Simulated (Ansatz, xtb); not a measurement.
A geometry optimisation of CH5OSn+ with r2SCAN-D4/def2-SVP

The starting geometry of this gas-phase singlet has its atoms placed at random.

```xyz
8

C    -0.4403    2.0365   -1.1932
O     0.8726   -0.3800   -1.5361
Sn   -1.0188   -0.3225   -0.0588
H    -1.0855    0.3387    2.1324
H    -0.3105   -0.9857   -1.5380
H     0.0145    0.6774   -0.7137
H    -0.0723    1.2339   -1.9024
H    -0.0961    1.6856   -0.2253
```

Q: One run relaxed it with r2SCAN-D4/def2-SVP. What is a likely outcome?

A: It ends as `[CH2]=[SnH][OH2+]`. Contacts that open: Sn3–H5 (1.77 → 2.94 Å), Sn3–H6 (1.58 → 2.91 Å). Contacts that close: C1–Sn3 (2.68 → 2.00 Å), O2–Sn3 (2.40 → 2.25 Å), O2–H5 (1.33 → 0.97 Å), O2–H6 (1.59 → 0.97 Å), Sn3–H4 (2.29 → 1.70 Å).

The energy falls by 11.83 eV over 31 steps:

| step | E − E(last) (eV) |
| --- | --- |
| 1 | 11.825 |
| 4 | 5.459 |
| 8 | 2.304 |
| 11 | 1.399 |
| 14 | 0.709 |
| 18 | 0.096 |
| 21 | 0.018 |
| 24 | 0.002 |
| 28 | 0.000 |
| 31 | 0.000 |

Final geometry (Å):

```xyz
8

C    -0.6883    2.1234   -0.9354
O     0.5633   -0.7971   -0.7876
Sn   -1.2534    0.3694   -0.1604
H    -1.2988   -0.2875    1.4043
H     0.6095   -1.7417   -1.0096
H     1.4671   -0.4403   -0.7955
H    -1.4163    2.9462   -0.8740
H    -0.1194    2.1113   -1.8769
```

From the same start GFN2-xTB reaches the same bonding as this run.

From so rough a start the end depends on the optimiser's path, so another program may land elsewhere. No frequencies were run, so the end isn't proven a minimum. Atoms past krypton carry core potentials, without spin–orbit terms. Run with Ansatz 0.2.0, 2.6 min on 1 thread of Arm Neoverse N1 (shared host).
